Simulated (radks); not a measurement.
Task: Ca+, configuration [Ar] 4s1 (the NIST ground configuration). Calculated with a radial shooting solver on a logarithmic mesh with Libxc functionals: non-relativistic Kohn-Sham, Slater X-alpha with alpha = 0.879, spin-polarised, spherical densities, point nucleus; open shells are filled with parallel spins first. Some entries of the table are withheld. Estimate them.

orbital,occ.,eigenvalue (eV),<1/r> (bohr^-1)
1s up,1,-3971.505,19.56
1s down,1,-3971.462,19.56
2s up,1,-428.7351,4.034
2s down,1,-428.6899,4.034
2p up,3,-354.1999,3.974
2p down,3,-354.1604,3.974
3s up,1,-56.5855,(1)
3s down,1,-56.4351,(2)
3p up,3,-37.8571,(3)
3p down,3,-37.6258,(4)
4s up,1,(5),0.3786
4s down,0,(6),0.3890

Result: 
(1) 3s up <1/r> (bohr^-1): 1.222
(2) 3s down <1/r> (bohr^-1): 1.225
(3) 3p up <1/r> (bohr^-1): 1.102
(4) 3p down <1/r> (bohr^-1): 1.110
(5) 4s up eigenvalue (eV): -10.3083
(6) 4s down eigenvalue (eV): -7.3638
